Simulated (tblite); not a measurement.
C3H10OSi, charge -1, doublet, geometry from GFN2-xTB (a state made from the parent by changing its charge; the spin is typed, not shown lowest); GFN1-xTB (tblite).

tblite was given this input:
```
$ tblite run mol.xyz --method gfn1 --charge -1 --spin 1 --efield 0,0,0.1 --json tblite.json --no-restart

# file mol.xyz
15

C      0.25810500     1.61005659    -1.27897079
Si    -0.12363230    -0.09155022    -0.29900619
C     -0.73203227    -1.88819897     0.47322274
C      1.69252362    -0.29976757     0.36371436
O     -1.09534832     0.79712445     0.79603221
H      0.96028164     1.45565335    -2.09936028
H      0.69243198     2.35867756    -0.61303408
H     -0.64626722     2.04413102    -1.70290150
H     -0.51617590    -1.96135055     1.54630561
H     -0.23942836    -2.73445673    -0.00574898
H     -1.80812858    -2.03778082     0.35411092
H      2.42167298     0.09159140    -0.34512197
H      1.84613086     0.23840435     1.30320670
H      1.95014350    -1.34242788     0.54781154
H     -1.47860015     0.25972567     1.48476329
```

Task: Predict the main parts of the log of this tblite run.

Result: 
```
xTB calculator
 | screened Coulomb repulsion
 | Coulomb electrostatics
 |  * isotropic Klopman-Ohno-Mataga-Nishimoto electrostatics
 |  * onsite third-order electrostatics
 | DFT-D3(BJ) dispersion correction
 | Interactions (1)
 | [1] electric field

halogen bonding energy    0.0000000000000E+00 Eh
repulsion energy          1.9477057522461E-01 Eh
dispersion energy        -5.0846546561553E-03 Eh
interaction energy        0.0000000000000E+00 Eh
number of electrons       3.3000000000000E+01 e
integral cutoff           2.8146159136829E+01 bohr

------------------------------------------------------------
  cycle        total energy    energy error   density error
------------------------------------------------------------
      1     -18.41361363479  -1.8603300E+01   3.8217797E-01
      2     -18.47874187848  -6.5128244E-02   2.1515259E-01
      3     -18.48083335635  -2.0914779E-03   5.0239756E-02
      4     -18.48177911306  -9.4575671E-04   5.8083529E-03
      5     -18.48182340042  -4.4287353E-05   1.6112112E-03
      6     -18.48183040577  -7.0053562E-06   2.7018477E-04
      7     -18.48183047016  -6.4381545E-08   8.2639372E-05
      8     -18.48183047695  -6.7921206E-09   1.1245424E-05
------------------------------------------------------------

electronic energy        -1.8671516397516E+01 Eh
total energy             -1.8481830476948E+01 Eh

Post processing:
 | Mayer-Wiberg bond orders

[Info] JSON dump of results written to 'tblite.json'
```
